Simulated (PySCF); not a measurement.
## Co(SH)2: what the settings change

Co(SH)2: Co(II) (d7), charge 0. The structure is a PBE0-D3(BJ)/def2-TZVP geometry optimised for multiplicity 4; coordination linear, point group C2h, metal–donor distances 2.17 Å.

```
5

Co    0.000    0.000    0.000
S     0.000    0.000    2.171
H     1.345    0.000    2.255
S     0.000    0.000   -2.171
H    -1.345    0.000   -2.255
```

Method (PySCF 2.14, density fitting): CASSCF(7,5) with orbitals averaged over all microstates of the shell, strongly contracted NEVPT2 on the averaged canonical orbitals; basis x2c-TZVPall on the metal, x2c-SVPall elsewhere; spin-free X2C; gas phase; spin-orbit coupling by state interaction with the mean-field operator over all roots.

Base run: NEVPT2 ground state 4Ag, next 4Bg at 89, then 4Bg at 1881 cm⁻¹, B(CASSCF) 1160, ζ 504 cm⁻¹, μeff(300 K) 6.00 μB.

Question: What happens with the basis x2c-TZVPall on all atoms?

Answer: NEVPT2 ground state 4Ag, next 4Bg at 76, then 4Bg at 1858 cm⁻¹, B(CASSCF) 1160, ζ 504 cm⁻¹, μeff(300 K) 6.02 μB. It took 5.8 s against 5.2 s on a shared host of the same kind.

Question: What happens with orbitals averaged over the highest spin alone?

Answer: NEVPT2 ground state 4Ag, next 4Bg at 76, then 4Bg at 1698 cm⁻¹, B(CASSCF) 1175, ζ 509 cm⁻¹, μeff(300 K) 6.02 μB.

No frequencies were computed for the optimised geometry. 4Bg (89 cm⁻¹) lies within 300 cm⁻¹ of 4Ag at NEVPT2 level, inside the method's error: their order is undecided, and g values and low-temperature moments can hang on it. NEVPT2 lifts 4Ag from 2565 to 4041 cm⁻¹; on the d shell alone such lifts tend to overshoot.
